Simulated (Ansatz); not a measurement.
Reaction (substitution at a C–C bond): `CCCCCC(C)C` + `O[Si](O)(O)S` → `CCS[Si](O)(O)O` + `CCCC(C)C`

Computed with Ansatz on PBE0-D4/def2-TZVP structures; ΔE is electronic, products minus reactants. CBS: MP2 limit from def2 TZ/QZ plus the TZ coupled-cluster correction, frozen cores. Each species was taken in one conformer, which may not be the lowest.

`CCCCCC(C)C`:

Z-matrix (Å, degrees):
```
C
C 1 1.519
H 1 1.094 2 111.1
H 1 1.094 2 111.1 3 -119.5
H 1 1.092 2 111.7 3 120.2
C 2 1.520 1 113.1 3 59.8
H 2 1.096 1 109.6 3 -178.2
H 2 1.096 1 109.7 3 -62.3
C 6 1.520 2 113.1 1 179.6
H 6 1.098 2 109.3 1 -58.3
H 6 1.096 2 108.9 1 56.9
C 9 1.523 6 114.4 2 175.6
H 9 1.096 6 108.8 2 54.2
H 9 1.096 6 109.2 2 -60.6
C 12 1.528 9 116.1 6 59.6
H 12 1.097 9 108.8 6 -62.9
H 12 1.098 9 108.9 6 -177.9
C 15 1.522 12 112.2 9 58.0
C 15 1.522 12 110.0 9 -178.4
H 15 1.097 12 108.2 9 -61.1
H 18 1.095 15 110.7 12 58.5
H 18 1.092 15 112.1 12 -61.8
H 18 1.093 15 111.0 12 177.9
H 19 1.093 15 111.4 12 177.4
H 19 1.093 15 111.4 12 56.8
H 19 1.095 15 110.7 12 -62.9
```

`O[Si](O)(O)S`:

Z-matrix (Å, degrees):
```
Si
O 1 1.630
O 1 1.634 2 106.4
O 1 1.629 2 106.0 3 -123.6
S 1 2.124 2 115.9 3 117.7
H 2 0.958 1 117.4 3 -47.6
H 3 0.959 1 117.3 2 175.3
H 4 0.960 1 116.0 2 30.2
H 5 1.343 1 93.7 2 78.4
```

`CCS[Si](O)(O)O`:

Cartesian coordinates in Å:
```
C -0.040 -0.111 2.260
C 0.967 0.365 1.236
S 1.230 -0.832 -0.124
Si -0.236 -0.196 -1.500
O -0.274 -1.314 -2.692
O -1.646 0.006 -0.700
O 0.053 1.248 -2.212
H 0.265 -1.066 2.692
H -1.022 -0.238 1.805
H -0.124 0.619 3.071
H 0.677 1.324 0.804
H 1.954 0.499 1.683
H -0.349 -2.232 -2.428
H -2.258 0.635 -1.090
H 0.804 1.294 -2.805
```

`CCCC(C)C`:

Cartesian coordinates in Å:
```
C 0.035 -0.805 2.241
C 0.032 0.582 1.617
C -0.660 0.649 0.261
C -0.072 -0.235 -0.838
C -0.896 -0.104 -2.110
C 1.391 0.084 -1.112
H 0.468 -0.786 3.244
H 0.616 -1.516 1.648
H -0.981 -1.200 2.325
H 1.060 0.947 1.529
H -0.472 1.279 2.294
H -0.651 1.688 -0.093
H -1.716 0.382 0.391
H -0.136 -1.280 -0.508
H -0.521 -0.762 -2.898
H -1.945 -0.355 -1.933
H -0.860 0.923 -2.490
H 1.780 -0.535 -1.924
H 2.021 -0.088 -0.236
H 1.508 1.132 -1.407
```

```
         species  CCSD(T)/CBS(def2) energy (Eh)
    `CCCCCC(C)C`                     -315.28708
  `O[Si](O)(O)S`                     -914.98604
`CCS[Si](O)(O)O`                     -993.50506
      `CCCC(C)C`                     -236.76474
```

Question: Work out ΔE.

Answer: ΔE = (-993.50506) + (-236.76474) − (-315.28708) − (-914.98604) = 0.00332 Eh = +0.09 eV.

Largest T1 diagnostic among the species: 0.011.

From PBE to PBE0 (25 % exact exchange), in def2-TZVPP and without D4, ΔE moves by +0.03 eV. In def2-TZVPP, CCSD(T) changes the Hartree–Fock value by −0.03 eV (the triples alone add −0.02 eV) and MP2 by −0.06 eV.
